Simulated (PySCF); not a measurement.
## Correlation energy of Cr (chromium, neutral)

[Ar] 3d5 4s1, high-spin 7S determinant. Computed with PySCF 2.14 in 6-31G*, with no relativity, point nucleus. Frozen: [Ar]; 6 electrons correlated.

MP2 pair energies summed by pair of shells (mhartree):

```tsv
pair	energy	share (%)
3d-3d	-49.87	89.2
3d-4s	-6.01	10.8
```

Total MP2 correlation energy: -55.88 mhartree.

Same-spin part -55.88 and opposite-spin part 0.00 mhartree; SCS-MP2 scales them by 1/3 and 6/5 to -18.63 mhartree.
